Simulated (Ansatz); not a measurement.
`FC1CO1` + HBr → `BrC1CO1` + H–F  (substitution at a C–F bond)

Calculated with Ansatz (gas phase, PBE0-D4/def2-TZVP geometries, no zero-point term in ΔE). CCSD(T)/CBS adds triple-zeta CCSD(T) − MP2 to the extrapolated MP2 energy (def2 sets, frozen cores). This one scheme is used for every species. Functionals use def2-TZVPP. B3LYP here is the variant with VWN-RPA as its local correlation; programs differ in this. HSE06 is defined as in plane-wave codes. For Br outer-core shells are correlated without core-valence functions, which leaves a few kJ/mol of doubt a bond. Scalar relativity is left out up to krypton.

`FC1CO1`:

Cartesian coordinates in Å:
```
F 0.558 -1.668 0.176
C 0.587 -0.346 -0.104
C -0.639 0.420 0.000
O 0.418 0.489 0.974
H 1.396 -0.118 -0.792
H -0.786 1.318 -0.593
H -1.533 -0.094 0.340
```

HBr:

Cartesian coordinates in Å:
```
Br -0.640 0.041 0.304
H 0.640 -0.041 -0.304
```

`BrC1CO1`:

Z-matrix (Å, degrees):
```
C
C 1 1.452
O 1 1.381 2 60.6
Br 1 1.922 2 120.1 3 106.4
H 1 1.084 2 123.1 3 -105.1
H 2 1.086 1 119.9 3 102.3
H 2 1.085 1 118.5 3 -102.8
```

H–F:

Z-matrix (Å, degrees):
```
F
H 1 0.920
```

Task: Is it downhill or uphill in electronic energy at CCSD(T)/CBS, and by how much? (An estimate is asked.)

Result: The calculation gave: Downhill: ΔE = -10.3 kJ/mol.

Task: What do these levels give: PBE-D4, HSE06-D4, PBE, BLYP, r2SCAN, B3LYP, r2SCANh, HSE06, RPA@PBE/def2-TZVPP, CCSD/def2-SVP, SCS-MP2/def2-TZVPP, HF/CBS(def2)? (An estimate is asked.)

Result: The calculation gave: PBE-D4 -4.0, HSE06-D4 -2.1, PBE -0.3, BLYP 5.6, r2SCAN 3.1, B3LYP 6.8, r2SCANh 3.1, HSE06 1.0, RPA@PBE/def2-TZVPP -2.1, CCSD/def2-SVP 27.1, SCS-MP2/def2-TZVPP -9.4, HF/CBS(def2) 19.7 kJ/mol.

Largest T1 diagnostic among the species: 0.012.

In def2-TZVPP, CCSD(T) changes the Hartree–Fock value by −24.5 kJ/mol (the triples alone add −3.7 kJ/mol) and MP2 by −36.8 kJ/mol. At CCSD(T), def2-SVP lies +35.2 kJ/mol from the extrapolated value and def2-TZVPP +5.5 kJ/mol. Leaving LDA and LC-ωPBE aside and taking each functional with its dispersion term where it has one, the values, not all of them listed here, spread over 17.2 kJ/mol, from revPBE-D4 to CAM-B3LYP-D4. LDA lies +4.3 kJ/mol from PBE without D4.
